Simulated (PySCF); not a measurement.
CH10O2Si3, SMILES C[Si](O)(O)[SiH2][SiH3] (GFN2-xTB optimised geometry):

```
16

Si    -2.878    -1.394    -1.717
Si    -1.887    -0.203     0.000
Si     0.412    -0.203     0.000
C      1.310     1.062    -1.094
O      1.134     0.053     1.449
O      0.683    -1.739    -0.515
H     -2.347    -1.019    -3.034
H     -2.697    -2.844    -1.602
H     -4.328    -1.181    -1.803
H     -2.384     1.187     0.000
H     -2.390    -0.703     1.300
H      2.390     0.992    -0.986
H      1.024     2.076    -0.835
H      1.069     0.908    -2.142
H      0.878    -0.428     2.231
H      1.567    -2.076    -0.643
```

Computed with PBE0/def2-TZVP (PySCF 2.14.0).

Task: What are the frontier orbital energies and the dipole moment?

Result: HOMO-2 -9.14 eV, HOMO-1 -8.57 eV, HOMO -7.71 eV, LUMO -0.14 eV, LUMO+1 -0.01 eV; dipole moment 1.51 D.

On the same geometry PBE/def2-TZVP (PySCF) gives HOMO-2 -7.47 eV, HOMO-1 -7.32 eV, HOMO -6.52 eV, LUMO -0.96 eV, LUMO+1 -0.84 eV; dipole moment 1.58 D.

Meta-Löwdin charges at PBE0/def2-TZVP: Si1 0.23, Si2 0.04, Si3 1.13, C4 -0.63, O5 -0.76, O6 -0.77, H7 -0.08, H8 -0.07, H9 -0.07, H10 -0.07, H11 -0.06, H12 0.14, H13 0.14, H14 0.13, H15 0.36, H16 0.35.
